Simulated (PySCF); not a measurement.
# How the method changes the shape and vibrations of Cl2GeHO cation

Calculated results; nothing here was measured. They come from PySCF 2.14.0, an open-source quantum chemistry program, on an isolated molecule that a program drew, which may never have been made. The molecule is Cl2GeHO cation (charge +1, singlet), drawn as the SMILES string `[OH][Ge+]([Cl])[Cl]`.

The geometry was optimised and harmonic frequencies were computed with HF and MP2, all in the cc-pV(D+d)Z basis, for the commonest isotopes, with a restricted reference for singlets and an unrestricted one otherwise, and a frozen core in MP2. Germanium has the cc-pVDZ-PP basis, with a core potential (ECP10MDF) in place of its 10 inner electrons, and its 3s, 3p and 3d shells are frozen in MP2. Each result is a local minimum of its method.

Geometry at the HF minimum:
```xyz
5
Cl2GeHO cation, angstrom
O    -1.5143    0.3578   -0.8850
Ge   -0.6041   -0.3910    0.3226
Cl    0.1408    0.8327    1.7700
Cl   -0.2713   -2.4089    0.3291
H    -1.8962   -0.1498   -1.5996
```

Lengths of the bonds as drawn, in Å (atoms numbered as above):
```
   bond     HF    MP2
 O1-Ge2  1.687  1.726
Ge2-Cl3  2.037  2.050
Ge2-Cl4  2.045  2.060
  O1-H5  0.956  0.980
```

Rotational constants, in GHz:
| constant | HF | MP2 |
|---|---|---|
| A | 4.647 | 4.526 |
| B | 2.26 | 2.227 |
| C | 1.52 | 1.492 |

Harmonic frequencies in cm^-1, each column in rising order, so a row needn't be the same motion in every method:
| rank | HF | MP2 |
|---|---|---|
| 1 | 157 | 149 |
| 2 | 195 | 177 |
| 3 | 218 | 201 |
| 4 | 427 | 430 |
| 5 | 485 | 470 |
| 6 | 574 | 560 |
| 7 | 861 | 817 |
| 8 | 951 | ? |
| 9 | 4035 | 3718 |

**Estimate the missing MP2 frequency from the HF column.**

A single factor s that minimises the squared misfit of MP2 against s times HF over the other rows is sum(HF x MP2) / sum(HF^2) = 0.9251, with an rms misfit of 20 cm^-1. For rank 8 it gives 0.9251 x 951 = 880 cm^-1. The calculation gives 933 cm^-1, 53 cm^-1 above the estimate. The drawn bonds are on average 1.5 % longer in MP2 than in HF.
